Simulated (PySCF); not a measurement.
## Working out the ionisation energy of Ir

Ir [Xe] 4f14 5d7 6s2 (4F) → Ir⁺ [Xe] 4f14 5d7 6s1 (5F). All numbers are calculated (PySCF 2.14, scalar relativity by spin-free X2C-1e, in ANO-RCC-VTZP). Frozen: [Kr] 4d10 4f14. Energies in hartree (1 hartree = 27.21139 eV):

```
            part     Ir (lower)    Ir⁺ (upper)
             UHF  -17823.320764  -17823.062244
CCSD correlation      -0.471737      -0.413055
             (T)      -0.016798      -0.010853
```

Task: What does Hartree-Fock give?

Result: (-17823.062244) − (-17823.320764) = 0.258520 hartree = 7.035 eV.

Task: What do CCSD and CCSD(T) give?

Result: The CCSD correlation energies differ by 0.058682 hartree = 1.597 eV and the triples by 0.005945 hartree = 0.162 eV, so CCSD gives 8.632 eV and CCSD(T) 8.794 eV.

Measured between the centres of the two terms (NIST): 8.926 eV, so CCSD(T) (valence and next inner shell) is off by -0.132 eV.

What remains against the reference includes basis incompleteness, the frozen core and higher excitations.
